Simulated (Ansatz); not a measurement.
A run for Ansatz (an electronic-structure program): R-PBE/def2-TZVPPD on FH3S (a complex), monomers drawn apart or pushed together. Files ending in .json are basis or fitting sets from the Basis Set Exchange.

Ansatz 0.2 input:
```yaml
crystal:
  periodic: [false, false, false]
  atoms:
    - {symbol: F, position_ang: [-0.32197108, 1.22989124, 0.10261259]}
    - {symbol: H, position_ang: [-0.03851373, 0.65189799, 0.78659770]}
    - {symbol: S, position_ang: [0.83244037, -1.80802853, 3.86394429]}
    - {symbol: H, position_ang: [0.25432575, -1.00340482, 4.77155048]}
    - {symbol: H, position_ang: [-0.28641981, -2.53380890, 3.70030706]}
basis:
  gaussian:
    orbitals: def2-TZVPPD.json
hamiltonian:
  xc: {name: PBE}
scf: {lower_state_search: off}
```

The head of its log:

```
WARN ansatz: RAYON_NUM_THREADS=2 ignored (pool sized by the plan → 2); use --threads N
Functional definition: PBE
these checks for a lower state are left out or cut short: stability, starts, cluster_reference, orbital_swaps, neighbouring_geometries, increment
integrals: 0.04 GiB planned
692 factors; their error is unknown
mean field: 0.33 GiB planned
mean field evaluation 1: about -13593.1255 eV, gradient 3.8e1 eV
mean field evaluation 2: about -13586.7340 eV, gradient 7.8e1 eV
```

Problem. What total energy does the run end on?

Solution. -499.6277 hartree.
